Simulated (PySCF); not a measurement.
The dipole of `C#CCN[Si@H]1C[C@H](C#N)C1` from its density and from atomic charges.

Coordinates (GFN2-xTB, Å) and charges (e) from the PBE0/pcSseg-1 density (PySCF):

```json
{"atom": "C1", "x": "4.408", "y": "0.606", "z": "0.533", "Mulliken": "-0.3197", "IAO": "-0.2380", "Hirshfeld": "-0.1147", "ESP-fitted": "-0.4561"}
{"atom": "C2", "x": "3.482", "y": "-0.064", "z": "0.178", "Mulliken": "+0.1267", "IAO": "-0.0291", "Hirshfeld": "-0.0430", "ESP-fitted": "-0.0036"}
{"atom": "C3", "x": "2.327", "y": "-0.862", "z": "-0.187", "Mulliken": "+0.0438", "IAO": "-0.1564", "Hirshfeld": "-0.0041", "ESP-fitted": "+0.1431"}
{"atom": "N4", "x": "1.160", "y": "-0.468", "z": "0.579", "Mulliken": "-0.6747", "IAO": "-0.6675", "Hirshfeld": "-0.2379", "ESP-fitted": "-0.7030"}
{"atom": "Si5", "x": "-0.433", "y": "-0.771", "z": "0.026", "Mulliken": "+0.9066", "IAO": "+1.0217", "Hirshfeld": "+0.4068", "ESP-fitted": "+0.6914"}
{"atom": "C6", "x": "-1.746", "y": "0.105", "z": "1.088", "Mulliken": "-0.4604", "IAO": "-0.5495", "Hirshfeld": "-0.1596", "ESP-fitted": "-0.5015"}
{"atom": "C7", "x": "-2.249", "y": "0.882", "z": "-0.153", "Mulliken": "-0.3056", "IAO": "-0.1376", "Hirshfeld": "-0.0023", "ESP-fitted": "+0.1585"}
{"atom": "C8", "x": "-3.517", "y": "0.376", "z": "-0.590", "Mulliken": "+0.1295", "IAO": "+0.1403", "Hirshfeld": "+0.0856", "ESP-fitted": "+0.2711"}
{"atom": "N9", "x": "-4.518", "y": "-0.055", "z": "-0.941", "Mulliken": "-0.2545", "IAO": "-0.2637", "Hirshfeld": "-0.2401", "ESP-fitted": "-0.4547"}
{"atom": "C10", "x": "-1.138", "y": "0.535", "z": "-1.177", "Mulliken": "-0.4534", "IAO": "-0.5621", "Hirshfeld": "-0.1627", "ESP-fitted": "-0.4116"}
{"atom": "H11", "x": "5.234", "y": "1.187", "z": "0.818", "Mulliken": "+0.0492", "IAO": "+0.2033", "Hirshfeld": "+0.0933", "ESP-fitted": "+0.3201"}
{"atom": "H12", "x": "2.101", "y": "-0.712", "z": "-1.246", "Mulliken": "+0.1511", "IAO": "+0.1655", "Hirshfeld": "+0.0610", "ESP-fitted": "+0.0933"}
{"atom": "H13", "x": "2.571", "y": "-1.926", "z": "-0.040", "Mulliken": "+0.1510", "IAO": "+0.1495", "Hirshfeld": "+0.0492", "ESP-fitted": "+0.0594"}
{"atom": "H14", "x": "1.345", "y": "-0.479", "z": "1.571", "Mulliken": "+0.2062", "IAO": "+0.2669", "Hirshfeld": "+0.1183", "ESP-fitted": "+0.3528"}
{"atom": "H15", "x": "-0.755", "y": "-2.154", "z": "-0.352", "Mulliken": "-0.0843", "IAO": "-0.1492", "Hirshfeld": "-0.0806", "ESP-fitted": "-0.1385"}
{"atom": "H16", "x": "-2.515", "y": "-0.517", "z": "1.537", "Mulliken": "+0.1591", "IAO": "+0.1595", "Hirshfeld": "+0.0399", "ESP-fitted": "+0.1434"}
{"atom": "H17", "x": "-1.373", "y": "0.779", "z": "1.855", "Mulliken": "+0.1480", "IAO": "+0.1570", "Hirshfeld": "+0.0458", "ESP-fitted": "+0.1340"}
{"atom": "H18", "x": "-2.352", "y": "1.956", "z": "0.024", "Mulliken": "+0.1720", "IAO": "+0.1740", "Hirshfeld": "+0.0628", "ESP-fitted": "+0.0685"}
{"atom": "H19", "x": "-1.536", "y": "0.195", "z": "-2.131", "Mulliken": "+0.1577", "IAO": "+0.1570", "Hirshfeld": "+0.0380", "ESP-fitted": "+0.1086"}
{"atom": "H20", "x": "-0.498", "y": "1.394", "z": "-1.371", "Mulliken": "+0.1517", "IAO": "+0.1586", "Hirshfeld": "+0.0446", "ESP-fitted": "+0.1250"}
```

Problem. Compute μ = Σ q r for each scheme (1 e·Å = 4.803 D) and compare with the dipole of the full density.

Solution. The full density gives (4.60, 0.40, 1.69) D, 4.92 D in size; dipole vectors point from the negative to the positive end.

```tsv
scheme	μx	μy	μz	size (D)	share of the full size (%)	angle to the full dipole (°)
Mulliken	3.07	-3.68	-0.49	4.82	98	60
IAO	3.83	-1.13	0.97	4.11	84	21
Hirshfeld	3.40	-0.14	1.04	3.55	72	8
ESP-fitted	4.57	0.38	1.62	4.86	99	1
```

Problem. Which set comes closest?

Solution. Length of the difference vector: ESP-fitted 0.08 D, Hirshfeld 1.47 D, IAO 1.86 D, Mulliken 4.87 D. Closest: ESP-fitted. ESP charges are fitted to the potential around the molecule, whose slowest-falling term is the dipole's. 

Problem. What is left for the Hirshfeld atoms' own dipoles?

Solution. The Hirshfeld atoms' densities add up to the full density, so μ = Σ q r + Σ (atomic dipoles). The atomic dipoles sum to (4.60, 0.40, 1.69) − (3.40, -0.14, 1.04) = (1.20, 0.54, 0.65) D, 1.47 D in size.

Problem. With the origin at the mean of the coordinates, (0.000, 0.001, 0.001) Å, which are the largest single terms, by size, of the Hirshfeld dipole along the direction of the full one?

Solution. N9 +5.25, C1 -2.40, H11 +2.36, C8 -1.42, N4 -1.42 D; all 20 atoms together +3.52 D. The single terms depend on the origin, their sum doesn't.

Problem. Give the size of the full dipole in other units.

Solution. 4.92 D = 1.935 au = 1.024 e·Å = 16.40 × 10⁻³⁰ C·m.

The structure is a single GFN2-xTB conformer in the gas phase; no vibrational or solvent corrections.

The values belong to the conformer `[CH:1]#[C:2][CH2:3][NH:4][Si@H:5]1[CH2:6][C@H:7]([C:8]#[N:9])[CH2:10]1`: C2–C3–N4–Si5 157°, C3–N4–Si5–C6 -171°.
